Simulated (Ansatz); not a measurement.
Start from `[F][AlH][SiH2]Cl` and change one atom or group to get `[AlH2][SiH2]Cl`.

Ansatz, PBE0-D4/def2-TZVP geometries, multiplicity 1. Each molecule was computed in one conformer, which needn't be the lowest.

```json
{"property": "size of the dipole moment (PBE/def2-TZVPP) / D", "`[F][AlH][SiH2]Cl`": "0.05"}
{"property": "HOMO–LUMO gap (PBE0/def2-TZVPP) / eV", "`[F][AlH][SiH2]Cl`": "5.84"}
{"property": "HOMO energy (PBE0/def2-TZVPP) / eV", "`[F][AlH][SiH2]Cl`": "-7.85"}
{"property": "HOMO–LUMO gap (PBE/def2-TZVPP) / eV", "`[F][AlH][SiH2]Cl`": "3.94"}
{"property": "LUMO energy (B3LYP/def2-TZVPP) / eV", "`[F][AlH][SiH2]Cl`": "-2.20"}
{"property": "ideal-gas entropy at 298 K and 1 bar (rigid rotor, harmonic PBE0-D4/def2-TZVP) / J/(mol·K)", "`[F][AlH][SiH2]Cl`": "355"}
```

(1) Give the same properties after the change, and the shifts. (Estimate.)

Answers

(1) Ansatz gave: 
```tsv
property	`[AlH2][SiH2]Cl`	shift
size of the dipole moment (PBE/def2-TZVPP) / D	1.55	1.50
HOMO–LUMO gap (PBE0/def2-TZVPP) / eV	5.23	-0.61
HOMO energy (PBE0/def2-TZVPP) / eV	-7.57	0.28
HOMO–LUMO gap (PBE/def2-TZVPP) / eV	3.36	-0.58
LUMO energy (B3LYP/def2-TZVPP) / eV	-2.51	-0.31
ideal-gas entropy at 298 K and 1 bar (rigid rotor, harmonic PBE0-D4/def2-TZVP) / J/(mol·K)	333	-22
```

With PBE0 the HOMO rises by 0.28 eV and the LUMO falls by 0.32 eV, so the gap narrows by about 0.60 eV. PBE moves the HOMO by 0.23 eV and ωB97M-V by 0.30 eV. Dipoles are sizes alone; their direction can turn. Modes under 60 cm⁻¹, often nearly free rotors, make the harmonic entropy too high.

B3LYP here is the variant with VWN-RPA as its local correlation; programs differ in this.
